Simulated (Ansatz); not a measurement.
Spectroscopic constants of Br$_{2}$, multiplicity 3 (not the ground state: that is measured with 2S+1 = 1). No spin–orbit coupling. Br is treated without relativity.

Seven points along R, fitted to fifth degree in 1/R; most abundant isotopes. Runs in def2 and cc sets follow the lowest solution found near the PBE0 minimum.

Correlated levels freeze the inner cores; with def2 sets outer-core shells near the valence are correlated too.

The values were computed with Ansatz (a first-principles code). 

| level | r_e (Å) | ω_e (cm⁻¹) | ω_e x_e (cm⁻¹) |
|---|---|---|---|
| PBE/def2-TZVPP | 2.702 | ? | 0.82 |
| PBE0/def2-TZVPP | 2.642 | 207 | 0.73 |
| wB97X-V/def2-TZVPP | 2.604 | 231 | 0.64 |
| CCSD/def2-TZVPP | 2.649 | 204 | 0.82 |
| CCSD(T)/def2-TZVPP | ? | ? | 1.3 |

Task: Fill in the missing entries.

Result: 
- CCSD(T)/def2-TZVPP, r_e (Å): 2.698
- CCSD(T)/def2-TZVPP, ω_e (cm⁻¹): 175
- PBE/def2-TZVPP, ω_e (cm⁻¹): 184

Doubts at one or more of the structures used: other coupled-cluster roots lie near (CCSD/def2-TZVPP, CCSD(T)/def2-TZVPP).
